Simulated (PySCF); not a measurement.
**A ladder for the electron affinity of Ge**

Ge⁻ [Ar] 3d10 4s2 4p3 (4S) → Ge [Ar] 3d10 4s2 4p2 (3P). Scalar values calculated with PySCF 2.14 in aug-cc-pVQZ-PP with ECP10MDF (ECP; valence: 3s2 3p6 3d10 frozen). The spin-orbit shift comes from two-component X2C-1e calculations (generalised Hartree-Fock, GHF, and MP2 on its spinors, GMP2) in x2c-TZVPall-2c with one added diffuse shell each of s, p, d type: GMP2 gives 1.324 eV without and 1.261 eV with screened spin-orbit coupling, a shift of -0.063 eV (GHF: -0.063 eV). Sums use unrounded values; where a UHF row is shifted, it takes the GHF shift.

```tsv
method	scalar (eV)
UHF	0.834
MP2 (valence)	1.321
SCS-MP2 (valence)	1.152
CCSD (valence)	1.286
CCSD(T) (valence)	1.339
LDA	1.526
PBE	1.404
PBE0	1.370
r2SCAN	1.480
HSE06	1.372
M06-2X	1.206
CAM-B3LYP	1.215
M06	1.028
```

Task: Form a composite estimate from CCSD(T) (valence) and the spin-orbit shift, and compare it with the reference, 1.233 eV (measured; photodetachment measurements, as compiled on the Wikipedia data page of electron affinities).

Result: 1.339 + (-0.063) = 1.277 eV, an error of 0.044 eV.

The errors of the correlated levels include the incompleteness of the basis and the frozen core, so a lower level can come closer by cancellation.

A first-order Landé estimate from the scalar orbitals gives -0.102 eV instead; single two-component determinants are not pure J levels in LS coupling, so the shift is uncertain by about that difference.
